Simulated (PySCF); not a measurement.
The isolated species B(NCO)3 (`O=C=NB(N=C=O)N=C=O`) is ionised with synchrotron light (hν = 3100.0 eV). Calculated photoelectron kinetic energies of its computed core levels, recoil neglected:

```tsv
line	kinetic energy (eV)
1	2900.86
2	2804.48
3	2693.86
4	2560.15
```

Level of theory: PySCF, delta-SCF UKS SCAN, pcX-2 on the ionised atom, pcseg-1 elsewhere, spin-free X2C.

Convert to binding energies and name the level and atom behind each line. Bonds: B1–N2, B1–N5, B1–N8, N2–C3, C3–O4, N5–C6, C6–O7, N8–C9, C9–O10.

Against the vacuum level, binding energy = hν − kinetic energy.

```csv
line,binding energy (eV),level,atoms,environment
1,199.14,B 1s,B1,boron bonded to 3 N
2,295.52,C 1s,C3/C6/C9,carbon bonded to N and O
3,406.14,N 1s,N2/N5/N8,nitrogen bonded to B and C
4,539.85,O 1s,O4/O7/O10,oxygen bonded to C
```

Where does line 1 move with hν = 1000.0 eV?

To 1000.0 − 199.14 = 800.86 eV; every photoline shifts by the change in photon energy, -2100.0 eV.

Express the binding energy of C 1s of C3/C6/C9 in atomic units and per mole.

295.52 eV = 10.8602 Eh = 28513 kJ/mol.

Other core shells, valence and Auger electrons aren't listed. One atom of each set of topologically equivalent atoms was ionised and stands for the set; in this conformer not all members are related by symmetry, and their own values weren't computed. Geometry: PBE0-D3(BJ)/def2-SVP, one conformer, isolated molecule.
